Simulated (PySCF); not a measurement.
AlOF, SMILES [O]=[Al][F]. Geometry: B3LYP-D3(BJ)/def2-TZVP.

Q: Give the equilibrium geometry at B3LYP-D3(BJ)/def2-TZVP (PySCF confirms it by a frequency run) as Cartesian coordinates in Å, and its point group. (Estimate from the structure and the level; the computed values follow.)

A: point group C∞v.
```xyz
3

Al     0.0000     0.0000    -0.0650
O      0.0000     0.0000    -1.6623
F      0.0000     0.0000     1.5715
```
Charge 0, spin multiplicity 1.
